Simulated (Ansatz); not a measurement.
CH4BFO2, 9 atoms. Charge 0, multiplicity 1. The bonds changed during the relaxation, so this is another structure than the one it started from. All runs use 2 threads of an Arm Neoverse V2 on a shared host. Correlated methods freeze the cores.

**Question.** Give the basis size and wall time and peak host memory of each of these runs in Ansatz. direct RPA on PBE orbitals/def2-TZVPP energy; RKS HSE06 (plane-wave form)-D4/def2-TZVPP energy; RKS PBE0-D4/def2-QZVPP energy; RHF-CCSD(T)/def2-TZVPP energy; RHF-CCSD(T)/def2-SVP energy; RHF-MP2/def2-QZVPP energy; RKS B97M-V/def2-TZVPP energy; RKS PBE0-D4/def2-SVP energy; RKS ωB97M-V/def2-SVP energy; RKS r2SCAN0-D4/def2-TZVPP energy; RKS PBE0-D4/def2-TZVP frequencies; RKS ωB97M-V/def2-QZVPP energy. (Estimate.)

**Answer.** Ansatz gave: Other jobs shared the machine, so times are rough.

| level | job | functions | wall time | peak host memory (GiB) |
| --- | --- | --- | --- | --- |
| RKS PBE0-D4/def2-SVP | energy | 90 | 0.95 s | 0.41 |
| RKS HSE06 (plane-wave form)-D4/def2-TZVPP | energy | 211 | 2.8 s | 0.45 |
| RKS ωB97M-V/def2-SVP | energy | 90 | 4 s | 0.41 |
| RKS r2SCAN0-D4/def2-TZVPP | energy | 211 | 4.3 s | 0.45 |
| RHF-CCSD(T)/def2-SVP | energy | 90 | 4.4 s | 0.41 |
| direct RPA on PBE orbitals/def2-TZVPP | energy | 211 | 5.5 s | 0.43 |
| RKS PBE0-D4/def2-QZVPP | energy | 405 | 6 s | 1 |
| RKS B97M-V/def2-TZVPP | energy | 211 | 9.5 s | 0.28 |
| RKS ωB97M-V/def2-QZVPP | energy | 405 | 18 s | 1.2 |
| RHF-MP2/def2-QZVPP | energy | 405 | 18 s | 2 |
| RHF-CCSD(T)/def2-TZVPP | energy | 211 | 110 s | 3.3 |
| RKS PBE0-D4/def2-TZVP | frequencies | 179 | 110 s | 0.41 |
